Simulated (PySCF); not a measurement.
Computed shifts of a molecule CH5ClFNSi, PBE/pcSseg-1 in PySCF, GIAO, gas phase, atoms alike by connectivity averaged where their shifts nearly agree, in ppm (number of nuclei): ¹⁵N: 18.9 (1). ¹³C: 39.3 (1). ²⁹Si: 8.4 (1). ¹⁹F: -201.3 (1). ¹H: 5.60 (1), 2.94 (1), 2.63 (1), 0.48 (1), 0.14 (1). References: ¹⁵N against NH3 (σ = 267.0 ppm); ¹³C against TMS (σ = 182.0 ppm); ²⁹Si against TMS (σ = 335.4 ppm); ¹⁹F against CFCl3 (σ = 133.6 ppm); ³⁵Cl against HCl (σ = 936.5 ppm); ¹H against TMS (σ = 31.49 ppm), references at their B3LYP-D3(BJ)/def2-TZVP geometries, non-relativistic (without spin–orbit terms, shifts of atoms bonded to Cl or Br come out too high). The structure is a stationary point at PBE0-D3(BJ)/def2-SVP. The values are those of a single conformer.

Identify the compound among the candidates.
A. C[Si@@](N)(F)Cl
B. NC[Si@H](F)Cl
C. N[Si@@H](Cl)CF
D. CN[Si@H](F)Cl

B, NC[Si@H](F)Cl
